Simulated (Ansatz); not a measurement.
p-cresol (C7H8O), singlet, geometry from GFN2-xTB; Ansatz (a program for electronic structure) with PBE/STO-3G.

The Ansatz input:
Ansatz 0.2 input:
```yaml
crystal:
  periodic: [false, false, false]
  atoms:
    - {symbol: C, position_ang: [-2.83485466, 0.11645217, 0.39917449]}
    - {symbol: C, position_ang: [-1.35119902, 0.04253937, 0.19543320]}
    - {symbol: C, position_ang: [-0.48079655, 0.69822704, 1.05464705]}
    - {symbol: C, position_ang: [0.88746555, 0.65034956, 0.85778854]}
    - {symbol: C, position_ang: [1.41233797, -0.06087735, -0.21302987]}
    - {symbol: O, position_ang: [2.75310773, -0.13806513, -0.44684273]}
    - {symbol: C, position_ang: [0.54999479, -0.72197732, -1.08106165]}
    - {symbol: C, position_ang: [-0.81332749, -0.66596930, -0.87292005]}
    - {symbol: H, position_ang: [-3.32025483, -0.78818912, 0.04028342]}
    - {symbol: H, position_ang: [-3.07584159, 0.25269851, 1.45093519]}
    - {symbol: H, position_ang: [-3.24713136, 0.96147983, -0.15374877]}
    - {symbol: H, position_ang: [-0.87489984, 1.25504510, 1.89283045]}
    - {symbol: H, position_ang: [1.55226643, 1.16616706, 1.53910024]}
    - {symbol: H, position_ang: [3.22889816, 0.36194627, 0.22698678]}
    - {symbol: H, position_ang: [0.96800090, -1.27300046, -1.90846528]}
    - {symbol: H, position_ang: [-1.47362327, -1.18409113, -1.55337055]}
basis:
  gaussian:
    orbitals: STO-3G
hamiltonian:
  xc: pbe
accuracy: high
```

### Question
Predict the main parts of the log of this Ansatz run.

### Answer

```
Functional definition: PBE
1095 factors; integrals over basis functions are off by at most 4.8e-9 eV
mean field evaluation 1: about -9306.0628 eV, gradient 1.2e1 eV
mean field evaluation 2: about -9305.6176 eV, gradient 1.7e1 eV
mean field evaluation 4: about -9306.4898 eV, gradient 2.0e0 eV
mean field evaluation 8: about -9306.2542 eV, gradient 8.9e-2 eV
mean field evaluation 16: about -9306.2542 eV, gradient 5.0e-5 eV
mean field -9306.25419118 eV, -341.9985335202 hartree, gradient 3.8e-8 eV, S^2 0.000000; 0 other end points of the search recorded, 0 dependent functions left out
reference -9306.25419425 eV, -341.9985336331 hartree; 29, 29 occupied and 19, 19 virtual orbitals, 1095 factors
Total energy: -9306.25419425 eV, -341.9985336331 hartree
```
